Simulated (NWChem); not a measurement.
System: C₃H₄ClF; SMILES C(/C)(=C/F)Cl

All runs: NWChem. All runs use the structure optimised with PBE0/def2-SVP. Total energies of different functionals are on different scales.

```csv
level,energy (Ha),highest occupied level (eV),orbital gap (eV),dipole (D)
B3LYP/def2-SVP,-676.4461,?,?,0.41
PBE/def2-SVP,-675.9949,-5.66,5.02,0.47
TPSS/def2-SVP,-676.4842,-5.78,5.25,0.48
"LDA (Slater exchange, VWN5)/def2-SVP",-673.2351,-5.79,4.96,0.48
BLYP/def2-SVP,-676.3568,-5.47,5.00,0.41
B97-2/def2-SVP,-676.4004,-6.76,6.97,0.46
BP86/def2-SVP,-676.4730,-5.77,5.03,0.47
Hartree-Fock/def2-SVP,-674.5257,-9.81,14.08,0.38
PBE0/def2-SVP,-676.0465,-6.98,7.28,0.45
CAM-B3LYP/def2-SVP,-676.3509,-8.25,9.79,0.41
"LC-wPBE (HJS exchange hole, range parameter 0.4 per bohr)/def2-SVP",-676.1332,-9.68,12.31,0.46
```

Problem. Some entries are withheld; supply them.

Solution. 
- B3LYP/def2-SVP, highest occupied level (eV): -6.69
- B3LYP/def2-SVP, orbital gap (eV): 6.81
